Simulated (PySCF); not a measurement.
Species: C4H8Se.
Numbering: `[CH3:1]/[CH:2]=[CH:3]\[Se:4][CH3:5]` (hydrogens: H6, H7, H8 on C1; H9 on C2; H10 on C3; H11, H12, H13 on C5)

Geometry (PBE0-D3(BJ)/def2-SVP, Å), atoms numbered from 1 in this order:
```
atom  x, y, z in Å
C1    -2.5369    0.1937    0.4508
C2    -1.5143   -0.8383    0.1148
C3    -0.1921   -0.6494    0.0342
Se4    0.6973    0.9975    0.3316
C5     2.5010    0.3496    0.0274
H6    -3.1098   -0.0915    1.3491
H7    -2.0873    1.1802    0.6398
H8    -3.2682    0.3095   -0.3667
H9    -1.8822   -1.8516   -0.0863
H10    0.4738   -1.4798   -0.2212
H11    2.6095   -0.0291   -0.9976
H12    2.7607   -0.4308    0.7550
H13    3.1727    1.2072    0.1661
```

Computed, not measured: PySCF, PBE0-D3(BJ)/def2-SVP geometry optimisation, gas phase.

Masses are those of the commonest isotopes; rigid-rotor values at the optimised geometry. The values belong to one conformer with, in the numbering `[CH3:1]/[CH:2]=[CH:3]\[Se:4][CH3:5]`, C2–C3–Se4–C5 180°.

**Question.** Give the principal moments of inertia and the rotational constants in cm⁻¹.

**Answer.** Ia = 58.27, Ib = 286.06, Ic = 337.89 u·Å²; 505379 MHz·u·Å²/I gives 8674, 1767 and 1496 MHz, that is A = 0.28932, B = 0.05893, C = 0.04989 cm⁻¹.

**Question.** What kind of rotor is it?

**Answer.** A near-prolate asymmetric top; Ray's κ = -0.924.

**Question.** What does the inertial defect say?

**Answer.** Not planar: Δ = Ic − Ia − Ib = -6.44 u·Å². For a rigid frame Δ = −2 Σ m c², so Σ m c² = 3.22 u·Å² lies off the ab plane, practically all of it from hydrogen. The atom farthest from that plane is 0.91 Å away.

**Question.** Give the other two planar moments, Paa and Pbb, and the rms extents of the mass along the axes.

**Answer.** Paa = Σ m a² = (Ib + Ic − Ia)/2 = 282.84 and Pbb = Σ m b² = (Ia + Ic − Ib)/2 = 55.05 u·Å². With the mass M = 135.98 u, the rms extents √(P/M) along a, b and c are 1.44, 0.64, 0.15 Å.

**Question.** List the rotational levels J(Ka,Kc) to J = 2 (MHz).

**Answer.** Above 0(0,0):
J = 1: 1(0,1) 3262, 1(1,1) 10169, 1(1,0) 10440
J = 2: 2(0,2) 9779, 2(1,2) 16423, 2(1,1) 17236, 2(2,1) 37957, 2(2,0) 37964
Those of J = 1 are B + C, A + C and A + B.

**Question.** Which types of transition are allowed, and where do some lines up to J = 3 fall?

**Answer.** The dipole components are |μa| = 0.32 D, |μb| = 0.96 D, |μc| = 0.00 D; the mirror of this Cs structure is the ab plane, so μc vanishes by symmetry (the 0.01 D computed is a residue) and there are no c-type lines. The squared components, which scale the intensities, stand as 0.11 : 1.00 (a : b). Some lines, for components of 0.1 D or more:

```tsv
type	branch	J(Ka,Kc)	MHz	lower level (cm⁻¹)
a	Q	2(1,1) ← 2(1,2)	813	0.548
a	Q	3(1,2) ← 3(1,3)	1626	0.861
a	R	1(0,1) ← 0(0,0)	3262	0.000
a	R	2(1,2) ← 1(1,1)	6254	0.339
a	R	2(0,2) ← 1(0,1)	6517	0.109
a	R	2(1,1) ← 1(1,0)	6796	0.348
b	Q	2(1,1) ← 2(0,2)	7457	0.326
a	R	3(1,3) ← 2(1,2)	9376	0.548
a	R	3(0,3) ← 2(0,2)	9756	0.326
a	R	3(2,2) ← 2(2,1)	9787	1.266
a	R	3(2,1) ← 2(2,0)	9818	1.266
b	R	1(1,1) ← 0(0,0)	10169	0.000
b	R	3(1,3) ← 2(0,2)	16020	0.326
b	Q	3(2,1) ← 3(1,2)	20358	0.915
b	Q	2(2,0) ← 2(1,1)	20728	0.575
b	Q	2(2,1) ← 2(1,2)	21534	0.548
b	R	2(2,1) ← 1(1,0)	27516	0.348
b	R	3(2,1) ← 2(1,2)	31360	0.548
```

**Question.** Estimate the classical rotational partition function at 50 K, 200 K and 298.15 K.

**Answer.** Point group Cs, symmetry number σ = 1; q = (√π/σ)·√((kT/h)³/(ABC)), k/h = 20836.6 MHz/K: 12500 at 50 K, 99600 at 200 K, 181000 at 298.15 K.

Not checked by PBE0-D3(BJ)/def2-SVP frequencies. Constants of a rigid frame at the computed geometry: no zero-point averaging, no centrifugal distortion. A rigid rotor knows nothing of internal rotation, which can split or shift real lines.

The run took about 40 s of CPU time (one thread, shared machine). That covers the optimisation of the geometry.
